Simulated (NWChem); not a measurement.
# DMF (C3H7NO); SMILES C(N(C)C)=O

```xyz
12

C      0.7765    -1.5710     0.0000
N      0.0231    -0.3487     0.0000
C     -1.4143    -0.4312     0.0000
C      0.6313     0.8689     0.0000
O      0.0683     1.9391     0.0000
H      1.8522    -1.3431     0.0000
H      0.5549    -2.1830     0.8922
H      0.5549    -2.1830    -0.8922
H     -1.8113     0.5920     0.0000
H     -1.7822    -0.9636    -0.8940
H     -1.7822    -0.9636     0.8940
H      1.7448     0.7720     0.0000
```
Atoms are numbered in this order, from 1.

Program: NWChem. Coordinates come from a PBE0/def2-SVP optimisation.

For level LDA (Slater exchange, VWN5)/def2-TZVPD:

| Quantity | Result |
|---|---|
| highest occupied level (eV) | -6.06 |
| orbital gap (eV) | 5.23 |

What are these values for level PBE0/def2-TZVPD?


| Quantity | Result |
|---|---|
| highest occupied level (eV) | -7.16 |
| orbital gap (eV) | 7.24 |
